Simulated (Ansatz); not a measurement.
`Cl[SiH](Cl)C[CH2][GeH3]` + HCl → `Cl[SiH](Cl)Cl` + `C[CH2][GeH3]` at 600 K and 1 bar (ligand exchange at the Si–C bond).

Computed with Ansatz on PBE0-D4/def2-TZVP structures; ΔE is electronic, products minus reactants. CBS: MP2 limit from def2 TZ/QZ plus the TZ coupled-cluster correction, frozen cores. This one scheme is used for every species. For Ge outer-core shells are correlated without core-valence functions, which leaves a few kJ/mol of doubt a bond. Scalar relativity is left out up to krypton. One conformer a species, not always the lowest.

| species | CCSD(T)/CBS energy (Eh) | H − E (kJ/mol) | S (J/(mol·K)) |
| --- | --- | --- | --- |
| `Cl[SiH](Cl)C[CH2][GeH3]` | -3365.77660 | 324.8 | 555.9 |
| HCl | -460.38127 | 35.4 | 207.2 |
| `Cl[SiH](Cl)Cl` | -1669.16736 | 79.2 | 373.7 |
| `C[CH2][GeH3]` | -2157.02491 | 285.2 | 392.4 |

H − E and S are ideal-gas, rigid-rotor, harmonic terms from PBE0-D4/def2-TZVP, for one conformer and one mirror image of each species. 1 Eh = 2625.50 kJ/mol, R = 8.31446 J/(mol·K).

By hand: ΔE, ΔH, ΔS and ΔG.

ΔE = (-1669.16736) + (-2157.02491) − (-3365.77660) − (-460.38127) = -0.03440 Eh = -90.3 kJ/mol. Δ(H − E) = 79.2 + 285.2 − 324.8 − 35.4 = 4.2, so ΔH = -86.1 kJ/mol. ΔS = 373.7 + 392.4 − 555.9 − 207.2 = 3.0 J/(mol·K). ΔG = -86.1 − 600 × (3.0)/1000 = -87.9 kJ/mol.

By hand: the equilibrium constant, and the temperature at which ΔG would vanish if ΔH and ΔS stayed fixed.

log₁₀ K = −ΔG/(RT ln 10) = 7.7. ΔH and −TΔS have one sign here, so there is no such temperature.

The number of gas molecules stays the same, so ΔS is small and ΔH decides. A doubt of 5 kJ/mol in ΔE shifts log₁₀ K by 0.4 here. Other conformers and mirror images would add mixing entropy, several J/(mol·K) or more a flexible species. Modes under 60 cm⁻¹, often nearly free rotors, make the harmonic entropy too high. These are equilibria of isolated gas molecules and say nothing of rates. Largest T1 diagnostic: 0.010 (customary marks: 0.02 for closed shells, 0.045 for open ones).

ΔS is within the doubt of such terms, so its sign, and with it that verdict, could turn.
